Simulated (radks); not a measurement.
All-electron atom: Eu29+ in [Ar] 3d10 4s1 4p4 4d1 (not the ground configuration). Method: Dirac Kohn-Sham, BLYP, spin-unpolarised, spherical densities, point nucleus; open shells fill j = l - 1/2 first; computed with a radial shooting solver on a logarithmic mesh with Libxc functionals. Some entries of the table are withheld. Estimate them.

orbital  occ.  eigenvalue (hartree)  <r> (bohr)
1s1/2       2             -1814.393     0.02231
2s1/2       2             -329.4463     0.09448
2p1/2       2             -314.6173     0.07897
2p3/2       4             -290.7401     0.08568
3s1/2       2             -100.4252         (1)
3p1/2       2                   (2)         (3)
3p3/2       4                   (4)         (5)
3d3/2       4             -78.24497         (6)
3d5/2       6             -77.14353         (7)
4s1/2       1             -44.65166      0.5098
4p1/2       2             -42.05416      0.5103
4p3/2       2             -40.57037      0.5289
4d3/2       1                   (8)      0.5238
4d5/2       0                   (9)      0.5291

Answer. 
(1) 3s1/2 <r> (bohr): 0.2464
(2) 3p1/2 eigenvalue (hartree): -94.08070
(3) 3p1/2 <r> (bohr): 0.2357
(4) 3p3/2 eigenvalue (hartree): -89.08072
(5) 3p3/2 <r> (bohr): 0.2480
(6) 3d3/2 <r> (bohr): 0.2193
(7) 3d5/2 <r> (bohr): 0.2231
(8) 4d3/2 eigenvalue (hartree): -36.30390
(9) 4d5/2 eigenvalue (hartree): -35.98707
